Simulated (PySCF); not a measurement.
## TlH: from constants to spectrum

RHF-CCSD(T) constants of TlH, ¹Σ⁺ (singlet), closed shell (PySCF, scalar-relativistic core potentials, basis sets Tl aug-cc-pVDZ-PP with ECP60, H aug-cc-pVDZ; masses 204.9744 and 1.0078 u):

```
ωe              : 1328.9 cm⁻¹
ωexe            : 20.2 cm⁻¹
Be              : 4.6045 cm⁻¹
αe              : 0.135 cm⁻¹
D (centrifugal) : 0.000221 cm⁻¹
De to Tl + H    : 2.51 eV
```

(1) Give the vibrational terms G(v) and spacings up to v = 6.

(2) How well does the Morse estimate ωe²/(4ωexe) reproduce De, and what is D0?

Correlated steps freeze 4 core orbitals. Correlated levels converge slowly with the basis: in double zeta they bind strong bonds too weakly, by up to about 1 eV, and carry superposition errors of some tenths. Spin–orbit coupling is left out, which matters for elements this heavy, above all for dissociation energies. Where the molecule has an RHF reference, its open-shell atoms are computed with UHF.

Answers

(1) G(v) = ωe(v+½) − ωexe(v+½)².

| v | G(v) (cm⁻¹) | G(v) − G(v−1) | Bv (cm⁻¹) |
| --- | --- | --- | --- |
| 0 | 659 |  | 4.537 |
| 1 | 1948 | 1288 | 4.402 |
| 2 | 3196 | 1248 | 4.267 |
| 3 | 4404 | 1208 | 4.132 |
| 4 | 5571 | 1167 | 3.997 |
| 5 | 6698 | 1127 | 3.862 |
| 6 | 7784 | 1086 | 3.727 |

(2) It gives 2.71 eV, 108 % of the computed De. D0 = De − G(0) = 2.51 − 0.08 = 2.43 eV.
